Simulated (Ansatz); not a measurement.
Molecule: HgI$_{2}$, charge -1, multiplicity 2. The spin state was set by rule; other spins were not relaxed. 
Geometry from a B3LYP-D3(BJ)/def2-TZVP (Ansatz, a program for electronic structure) optimisation:
```
Hg
I 1 3.0393
I 1 3.0393 2 180.00
```
Charge -1, spin multiplicity 2.

Total electronic energies in hartree. Cores are frozen in the correlated levels unless marked. Open shells are spin-unrestricted. No spin-orbit coupling. Frozen are the shells of the preceding noble gas and the d and f shells that filled before the atom's block. In def2 rows, elements after Kr have scalar-relativistic effective core potentials. CBS marks a two-point X^-3 extrapolation of the correlation energy; Hartree-Fock from the larger set. [CCSD(T)-MP2]/basis is that difference in the basis named.

```csv
level,program,energy (Eh)
HF/def2-SVPD,Ansatz,-745.98267
HF/def2-TZVPPD,Ansatz,-745.99948
RI-HF/def2-QZVPPD,Ansatz,-746.00148
SVWN5/def2-TZVPD,Ansatz,-748.05090
PBE-D4/def2-TZVPD,Ansatz + dftd4,-749.09090
r2SCAN-D4/def2-TZVPD,Ansatz + dftd4,-749.37573
PBE0-D3(BJ)/def2-TZVP,Ansatz + dftd3,-749.09840
PBE0/def2-QZVPP,Ansatz,-749.09836
BHLYP-D4/def2-TZVPD,Ansatz + dftd4,-748.85490
r2SCANh-D4/def2-TZVPD,Ansatz + dftd4,-749.33176
r2SCAN0-D4/def2-TZVPD,Ansatz + dftd4,-749.26676
CAM-B3LYP-D4/def2-TZVPD,Ansatz + dftd4,-749.04081
B2GP-PLYP-D4/def2-TZVPD,Ansatz + dftd4,-748.08013
B2PLYP-D3(BJ)/def2-TZVPD,Ansatz + dftd3,-748.29934
"RI-MP2/CBS(def2-TZVPPD,def2-QZVPPD)+[CCSD(T)-MP2]/def2-SVPD",Ansatz,-746.8454
```

Totals of different functionals don't rank their quality; only differences between species are comparable.
